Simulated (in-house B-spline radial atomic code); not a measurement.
Response and correlation of the osmium ion Os⁷⁰⁺

Closed shell [He] 2s2 (2p1/2)2. Computed with a B-spline radial code for spherical atoms: Dirac-Hartree-Fock, relativistic RPA (time-dependent Dirac-Hartree-Fock) for the response and second-order many-body perturbation theory for correlation, no-pair Dirac-Coulomb Hamiltonian, finite nucleus.

The shells are closed in jj coupling only; the real ground state mixes other jj configurations.

```json
{"multipole (bohr³, bohr⁵, bohr⁷)": "dipole", "uncoupled": "6.0032e-05", "coupled RPA": "6.3678e-05"}
{"multipole (bohr³, bohr⁵, bohr⁷)": "quadrupole", "uncoupled": "2.4172e-07", "coupled RPA": "?"}
{"multipole (bohr³, bohr⁵, bohr⁷)": "octupole", "uncoupled": "1.4017e-09", "coupled RPA": "1.4193e-09"}
```

(1) What is the coupled quadrupole polarisability?

(2) Which subshells carry the dipole polarisability?

(3) What does the dipole shielding factor come to?

Dipole polarisability at imaginary frequency:

```tsv
u (Eh)	α(iu) (bohr³)
0	6.368e-05
29.9	5.655e-05
89.7	3.304e-05
179	1.86e-05
299	1.208e-05
598	5.928e-06
1200	2.228e-06
2990	4.833e-07
```

(4) What dispersion coefficients follow for two such ions (the dispersion part alone)?

Lowest J = 1 odd-parity excitations:

```csv
energy (eV),oscillator strength,leading channel,weight
2028.6,0.284,2s1/2 → p3/2,1.0
11123,0.0338,2p1/2 → s1/2,0.999
11510,0.312,2s1/2 → p1/2,0.997
11812,1.08,2p1/2 → d3/2,0.997
12012,0.305,2s1/2 → p3/2,0.999
14969,0.00776,2p1/2 → s1/2,0.999
15249,0.264,2p1/2 → d3/2,0.982
15297,0.0311,2s1/2 → p1/2,0.981
```

Second-order correlation energy by the highest angular momentum of the excited pair (hartree): s -0.0243, p -0.1664, d -0.07564, f -0.01457, g -0.004273, h -0.001697, i -0.0008074, k -0.0004323.

(5) What is the second-order correlation energy at the partial-wave limit?

Results:

(1) 2.6199e-07 atomic units, +8 % against the uncoupled value.

(2) 2s1/2 88.0 %, 2p1/2 11.8 %, 1s1/2 0.2 %.

(3) The dipole shielding factor is 0.079, against the exact N/Z = 6/76 = 0.079 of the non-relativistic theorem.

(4) C6 = (3/π)∫α(iu)²du = 3.3e-07 hartree·bohr⁶ and C8 = 9.105e-09 hartree·bohr⁸.

(5) The listed waves sum to -0.2881 hartree; extrapolating the increments as (l + 1/2)⁻⁴ gives -0.28898 hartree, -1.31 eV per electron.
